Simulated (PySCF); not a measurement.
BH2O3, charge -1. Atoms are numbered in the order given.

```xyz
6

O      0.0000     1.1715    -0.7241
B      0.0000     0.0000     0.1083
O      0.0000    -1.1715    -0.7241
O      0.0000     0.0000     1.4070
H      0.0000     1.9086    -0.1058
H      0.0000    -1.9086    -0.1058
```
Charge -1, spin multiplicity 1.

The structure is a stationary point at B3LYP-D3(BJ)/def2-SVPD. The values are those of a single conformer.

All values below come from PBE0/pcSseg-2 (PySCF).

GIAO shieldings, no solvent; atoms alike by connectivity are averaged. δ = σ(ref) − σ: ¹⁷O against H2O (σ = 327.8 ppm); ¹¹B against BF3 (σ = 88.8 ppm); ¹H against TMS (σ = 31.54 ppm), references at their B3LYP-D3(BJ)/def2-TZVP geometries, non-relativistic.

Computed chemical shifts:
```tsv
nucleus	atoms	count	δ (ppm)
¹⁷O	O4	1	146.4
¹⁷O	O1, O3	2	74.4
¹¹B	B2	1	7.5
¹H	H5, H6	2	0.81
```
